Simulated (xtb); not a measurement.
Si(F)(Me)2(SH) (C2H7FSSi), SMILES C[Si](C)(F)S. All values are semi-empirical tight-binding results from xtb (GFN2-xTB unless named), good for trends rather than for accurate numbers. Geometry optimised at GFN2-xTB. One conformer was computed; it need not be the lowest.

Task: Estimate the properties. (The exact figures need the calculation; the answer reports its results.)

Result: 
The point group as xtb finds it is Cs and the orbital gap is 5.02 eV. The zero-point energy is 53.4 kcal/mol and the G − E(el) at 298.15 K (modified RRHO) is 32.0 kcal/mol. The static polarisability (D4 model) is 77.0 bohr³ and the solvation energy, GFN2-xTB/ALPB(water) is -2.4 kcal/mol. The solvation energy, GFN2-xTB/ALPB(octanol) comes out as -5.2 kcal/mol.
